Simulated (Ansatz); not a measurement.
C₂H (SMILES [C]#C), doublet, geometry from GFN2-xTB; REVPBE/6-31G** (Ansatz, an electronic-structure program).

Here is a job for Ansatz.
Ansatz 0.2 input:
```yaml
crystal:
  periodic: [false, false, false]
  atoms:
    - {symbol: C, position_ang: [-0.00000000, -0.00000000, -0.72327392]}
    - {symbol: C, position_ang: [0.00000000, 0.00000000, 0.46866225]}
    - {symbol: H, position_ang: [0.00000000, 0.00000000, 1.52766999]}
basis:
  gaussian:
    orbitals: 6-31G__.json
hamiltonian:
  xc: revpbe
magnetization: {spin_polarized: true, initial_magnetization: 1}
accuracy: high
```
The basis file holds 6-31G** in the JSON format of the Basis Set Exchange.

What the program printed (banner, timings and long lists left out):

```
Functional definition: revPBE
653 factors; integrals over basis functions are off by at most 3.0e-9 eV
mean field evaluation 1: about -2080.2998 eV, gradient 2.7e1 eV
mean field evaluation 2: about -2070.3913 eV, gradient 4.7e1 eV
mean field evaluation 4: about -2083.9076 eV, gradient 5.2e0 eV
mean field evaluation 8: about -2084.0543 eV, gradient 2.9e-1 eV
mean field evaluation 16: about -2084.0549 eV, gradient 3.2e-5 eV
mean field evaluation 32: about -2083.9577 eV, gradient 1.3e0 eV
mean field -2084.05488746 eV, -76.5876044911 hartree, gradient 4.6e-8 eV, S^2 0.772611; 4 other end points of the search recorded, 0 dependent functions left out
reference -2084.05488930 eV, -76.5876045587 hartree; 7, 6 occupied and 28, 29 virtual orbitals, 653 factors
Total energy: -2084.05488930 eV, -76.5876045587 hartree
```
